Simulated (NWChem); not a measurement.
System: ZnF cation; SMILES [F][Zn+]

```xyz
2

Zn     0.0000     0.0000    -0.3923
F      0.0000     0.0000     1.3267
```
Atoms are numbered in this order, from 1.

The geometry was optimised at PBE0/def2-SVP.

Problem. List the 4 lowest vertical singlet excitations from PBE0/def2-SVPD, TDA (NWChem).

Solution. 
```tsv
state	energy (eV)	oscillator strength	leading excitation (squared amplitude)
S1	3.40	0.007	HOMO → LUMO (1.00)
S2	3.40	0.007	HOMO−1 → LUMO (1.00)
S3	5.64	0.124	HOMO−2 → LUMO (0.87)
S4	8.61	0.000	HOMO−1 → LUMO+2 (0.50)
```
